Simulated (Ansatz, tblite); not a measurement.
Removing and adding an electron: H2Ga(BH4) (GaBH6). Charge 0, multiplicity 1. Geometry: r2SCAN-D4/def2-TZVP. Ansatz, gas phase; energy differences of separate SCF runs; the oxidised species was run as a doublet alone; the reduced species was run as a doublet alone.

```xyz
8

Ga    0.827    0.710    0.403
H    -0.671   -0.129    0.832
B    -0.730   -0.627   -0.356
H     0.291   -0.200   -1.017
H     0.544    2.217    0.199
H     2.033   -0.003    1.058
H    -1.698   -0.161   -0.877
H    -0.596   -1.808   -0.241
```

The xTB rows come from tblite. Correlated methods freeze 10 core orbitals; core or outer-core shells of Ga are correlated, in sets that lack core-valence functions. In CCSD on the charge 1 doublet the largest single amplitude is 0.27, so its Hartree–Fock determinant may place the open shell otherwise than the density functionals do.

```csv
level,−HOMO (eV),vertical IE (eV),−LUMO (eV),vertical EA (eV),HOMO–LUMO gap (eV),IE − EA (eV),remarks
GFN1-xTB,12.27,15.15,4.94,–,7.33,–,–
GFN2-xTB,11.56,14.46,5.71,2.80,5.84,11.66,–
r2SCAN-D4/def2-TZVPD,7.95,–,1.89,-0.12,6.06,–,HOMO above zero (-1 doublet)
PBE0-D4/def2-TZVP,8.93,11.16,1.38,–,7.55,–,–
PBE0-D4/def2-TZVPD,8.93,–,1.39,-0.19,7.54,–,HOMO above zero (-1 doublet)
MP2/def2-TZVPD,–,–,–,-0.47,–,–,HOMO above zero (-1 doublet)
CCSD/def2-TZVPD,–,–,–,-0.45,–,–,HOMO above zero (-1 doublet)
```

Question: Estimate the rows for HF/def2-TZVPD, PBE-D4/def2-TZVP, PBE-D4/def2-TZVPD, r2SCAN-D4/def2-TZVP, CCSD/def2-TZVPP, CCSD(T)/def2-TZVPD, CCSD(T)/def2-TZVPP.

Answer: 
```json
{"level": "HF/def2-TZVPD", "−HOMO (eV)": "–", "vertical IE (eV)": "–", "−LUMO (eV)": "–", "vertical EA (eV)": "-1.05", "HOMO–LUMO gap (eV)": "–", "IE − EA (eV)": "–", "remarks": "HOMO above zero (-1 doublet)"}
{"level": "PBE-D4/def2-TZVP", "−HOMO (eV)": "7.63", "vertical IE (eV)": "10.73", "−LUMO (eV)": "2.21", "vertical EA (eV)": "–", "HOMO–LUMO gap (eV)": "5.41", "IE − EA (eV)": "–", "remarks": "–"}
{"level": "PBE-D4/def2-TZVPD", "−HOMO (eV)": "7.62", "vertical IE (eV)": "–", "−LUMO (eV)": "2.22", "vertical EA (eV)": "-0.12", "HOMO–LUMO gap (eV)": "5.41", "IE − EA (eV)": "–", "remarks": "HOMO above zero (-1 doublet)"}
{"level": "r2SCAN-D4/def2-TZVP", "−HOMO (eV)": "7.96", "vertical IE (eV)": "10.92", "−LUMO (eV)": "1.89", "vertical EA (eV)": "–", "HOMO–LUMO gap (eV)": "6.07", "IE − EA (eV)": "–", "remarks": "–"}
{"level": "CCSD/def2-TZVPP", "−HOMO (eV)": "–", "vertical IE (eV)": "11.74", "−LUMO (eV)": "–", "vertical EA (eV)": "–", "HOMO–LUMO gap (eV)": "–", "IE − EA (eV)": "–", "remarks": "large T1 (0.047) (+1 doublet), spin-contaminated (⟨S²⟩ 0.84) (+1 doublet)"}
{"level": "CCSD(T)/def2-TZVPD", "−HOMO (eV)": "–", "vertical IE (eV)": "–", "−LUMO (eV)": "–", "vertical EA (eV)": "-0.39", "HOMO–LUMO gap (eV)": "–", "IE − EA (eV)": "–", "remarks": "HOMO above zero (-1 doublet)"}
{"level": "CCSD(T)/def2-TZVPP", "−HOMO (eV)": "–", "vertical IE (eV)": "11.67", "−LUMO (eV)": "–", "vertical EA (eV)": "–", "HOMO–LUMO gap (eV)": "–", "IE − EA (eV)": "–", "remarks": "large T1 (0.047) (+1 doublet), spin-contaminated (⟨S²⟩ 0.84) (+1 doublet)"}
```

Run but left out: HF/def2-TZVPP, MP2/def2-TZVPP (charge +1 doublet: a determinant that CCSD turns far, T1 0.047).   A HOMO above zero means that the electron is unbound at that level or that self-interaction error raises the level; the energy of removing that electron tells which. Raw xTB energy differences between charge states are shifted by several eV; the methods need an empirical correction for them. A negative affinity means that the extra electron isn't bound; its size then hangs on the basis.
